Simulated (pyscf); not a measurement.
## `[CH3][CH2][CdH]`, singlet

Gas-phase minimum from PySCF at ωB97X-D3(BJ)/def2-SVP, one conformer. 

SMILES: C[CH2][CdH]
```xyz
9

C      0.1316     1.1240    -1.1201
C      0.1933     0.0299    -0.0440
Cd     1.2851     0.5525     1.7005
H     -0.3443     2.0460    -0.7456
H      1.1351     1.4065    -1.4806
H     -0.4469     0.8021    -2.0046
H     -0.8289    -0.2542     0.2623
H      0.6382    -0.8883    -0.4664
H      2.1493     0.9674     3.0806
```

Bond lengths (Å): C1–C2 1.536, C1–H4 1.103, C1–H5 1.103, C1–H6 1.105, C2–Cd3 2.123, C2–H7 1.104, C2–H8 1.104, Cd3–H9 1.680. Angles (°): C2–C1–H4 112.0, C2–C1–H5 112.0, C2–C1–H6 112.0, H4–C1–H5 106.8, H4–C1–H6 106.8, H5–C1–H6 106.8, C1–C2–Cd3 114.9, C1–C2–H7 109.9, C1–C2–H8 109.9, Cd3–C2–H7 108.1, Cd3–C2–H8 108.2, H7–C2–H8 105.4, C2–Cd3–H9 180.0.

Properties at ωB97X-D3(BJ)/def2-SVP:

```yaml
harmonic_wavenumbers_unscaled: 183, 220, 428, 445, 520, 640, 941, 971, 1051, 1219, 1257, 1408, 1453, 1483, 1493, 1830, 3042, 3064, 3111, 3119, 3137 cm⁻¹
zero_point_energy: 44.3 kcal/mol
rotational_symmetry_number: 1
Entropy of this conformer at 298 K and 1 atm, rigid rotor and harmonic oscillator, modes under 100 cm⁻¹ raised to 100: 304.8 J/(mol K)
dipole_moment: 0.57 D
```

Single-point totals, which compare only within one level (frozen core for MP2 and CC):

| level | total energy (hartree) |
|---|---|
| ωB97X-D3(BJ)/def2-TZVP | -247.69225 |
| PBE/def2-TZVP | -247.46975 |
| r²SCAN/def2-TZVP | -247.58894 |
| B3LYP-D3(BJ)/def2-TZVP | -247.66127 |
| PBE0-D3(BJ)/def2-TZVP | -247.48002 |
| M06-2X/def2-TZVP | -247.45625 |
| ωB97M-D3(BJ)/def2-TZVP | -247.61723 |
| HF/def2-TZVPP | -246.08041 |
| MP2/def2-TZVPP | -247.17530 |
| CCSD/def2-TZVPP | -247.17067 |
| CCSD(T)/def2-TZVPP | -247.20643 |

Soft torsions are taken as harmonic, which can shift the entropy by several J/(mol K). The CCSD(T) − MP2 part came from Ansatz, without density fitting, on the same reference. The frozen core leaves the outer d or s,p core shells of the metals and heavy elements correlated in the MP2 and CC values, and def2-TZVPP describes them poorly, so these totals are far from the basis limit. Elements past Kr carry the def2 core potentials, without spin-orbit coupling.
